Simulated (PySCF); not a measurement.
ZnF₂, SMILES [F][Zn][F].

Geometry: B3LYP-D3(BJ)/def2-TZVP. The isomer is the one that the SMILES or the coordinates give; other isomers of the formula were not compared.

Level of theory: TDA-CAM-B3LYP/def2-SVPD run with PySCF 2.14.0.

Vertical excitations; the highest root listed may be one member of a degenerate set. The molecule is in vacuum. State labels are in the subgroup D2h.

| state | symmetry | energy (eV) | λ (nm) | f | main pairs |
|---|---|---|---|---|---|
| S1 | B3g | 6.81 | 182 | 0.000 | HOMO→LUMO (degenerate set) |
| S2 | B2g | 6.81 | 182 | 0.000 | HOMO−1→LUMO (degenerate set) |
| S3 | B2u | 7.61 | 163 | 0.057 | HOMO−3→LUMO (degenerate set) |
| S4 | B3u | 7.61 | 163 | 0.057 | HOMO−2→LUMO (degenerate set) |
| S5 | Ag | 8.40 | 148 | 0.000 | HOMO−4→LUMO 87 % |
| S6 | B1u | 8.50 | 146 | 0.100 | HOMO−5→LUMO 67 %, HOMO→LUMO+1 15 %, HOMO−1→LUMO+2 15 % |
| S7 | Au | 8.96 | 138 | 0.000 | HOMO−1→LUMO+1 48 %, HOMO→LUMO+2 48 % |
| S8 | B1u | 9.00 | 138 | 0.000 | HOMO→LUMO+1, HOMO−1→LUMO+2 (degenerate set) |
| S9 | Au | 9.00 | 138 | 0.000 | HOMO→LUMO+2, HOMO−1→LUMO+1 (degenerate set) |
| S10 | B1g | 9.63 | 129 | 0.000 | HOMO−3→LUMO+2 48 %, HOMO−2→LUMO+1 48 % |
| T1 | B3g | 6.45 | 192 | 0 | HOMO→LUMO (degenerate set) |
| T2 | B2g | 6.45 | 192 | 0 | HOMO−1→LUMO (degenerate set) |
| T3 | B2u | 7.13 | 174 | 0 | HOMO−3→LUMO (degenerate set) |
| T4 | B3u | 7.13 | 174 | 0 | HOMO−2→LUMO (degenerate set) |
Triplets are in the Tamm–Dancoff approximation.
